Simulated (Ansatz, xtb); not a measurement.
## Ligand exchange: BrF + C3H6 → CH3F + C2H3Br

Species: BrF (bromine fluoride), singlet; C3H6 (propene) `C=CC`, singlet; CH3F (fluoromethane) `CF`, singlet; C2H3Br (vinyl bromide) `C=CBr`, singlet. The partners trade Br for CH3: F–Br and C–CH3 bonds give way to F–CH3 and C–Br.

Shapes, held fixed at every level: PBE0-D4/def2-TZVP. Programs: Ansatz 0.2.0, xtb 6.7.1. The zero-point and thermal change to 298 K, harmonic and unscaled (PBE0-D4/def2-TZVP), is +0.6 kJ/mol.

(1) Estimate ΔH(298 K) of this reaction.

Answers

(1) The highest level, CCSD(T)/def2-TZVPP, gives ΔH(298 K) = -131.9 kJ/mol; the levels span -154.0 to -96.3. The column of differences is taken from that level and isn't an error. No measured value is set beside it here. Relativity is left out for Br. Outer-core shells of Br are correlated, in sets that cover them unevenly. Times are processor times on shared x86 and Arm servers, and rough.

```tsv
level	kind	ΔH(298 K) (kJ/mol)	less CCSD(T)/def2-TZVPP	CPU time (sum over the molecules)
GFN2-xTB	semi-empirical	-96.3	+35.6	0.24 s
HF/def2-SVP	Hartree–Fock	-154.0	-22.1	–
SPW92/def2-TZVPP	LDA	-122.5	+9.4	4.5 s
PBE-D4/def2-TZVPP	GGA	-116.8	+15.1	8.1 s
BHLYP-D4/def2-TZVPP	global hybrid	-132.6	-0.7	8.9 s
r2SCAN0-D4/def2-TZVPP	global hybrid	-135.6	-3.7	16 s
CCSD(T)/def2-SVP	coupled cluster or CI	-131.5	+0.4	7.4 s
CCSD/def2-SVP	coupled cluster or CI	-133.8	-1.9	–
CCSD(T)/def2-TZVPP	coupled cluster or CI	-131.9	0.0	88 s
```
